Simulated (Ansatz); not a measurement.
Cartesian coordinates in Å:
```
N 0.116 0.773 -1.427
C -0.188 -0.457 -0.837
F 0.823 -1.450 -1.034
Si -0.391 -0.295 1.032
O 0.747 0.781 1.491
F -1.853 0.256 1.349
H 0.898 1.250 -1.002
H 0.204 0.744 -2.433
H -1.083 -0.877 -1.305
H -0.262 -1.581 1.751
H 0.989 0.854 2.414
```

Total charge 0; spin multiplicity 1.

(1) List the r2SCAN/def2-TZVPP orbital energies in eV (Ansatz 0.2.0). (Best estimate.)

## Answers

(1) Ansatz gave: Occupied: -1792.27, -666.09, -665.48, -516.34, -385.51, -275.44, -142.56, -97.47, -97.43, -97.38, -31.24, -30.81, -26.96, -23.79, -17.26, -15.01, -13.43, -13.01, -12.76, -11.99, -11.41, -10.98, -10.75, -10.06, -9.05, -8.84, -8.59, -7.43, -6.78. Lowest empty: 0.00, 0.47, 1.48, 1.67, 2.29, 2.52, 2.88, 3.73.
